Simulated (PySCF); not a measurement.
**Electron correlation in Li+ (lithium, charge +1)**

1s2, closed-shell 1S. Computed with PySCF 2.14 in cc-pVTZ (4s3p2d1f, 30 functions), with the non-relativistic Hamiltonian (point nucleus). Frozen: nothing; 2 electrons correlated.

Total MP2 correlation energy: -10.88 mhartree.

Same-spin part 0.00 and opposite-spin part -10.88 mhartree; SCS-MP2 scales them by 1/3 and 6/5 to -13.06 mhartree.

With two correlated electrons CCSD is exact within the correlated space (frozen core and kept virtual orbitals).

| level | correlation energy (mhartree) |
| --- | --- |
| CCSD | -12.97 |

Diagnostics: T1 = 0.0017, D1 = 0.0024, largest double amplitude 0.034.

Cost of the coupled-cluster step: 0.07 s of wall time on 1 thread of Neoverse-V1 (shared host), for 2 correlated electrons.
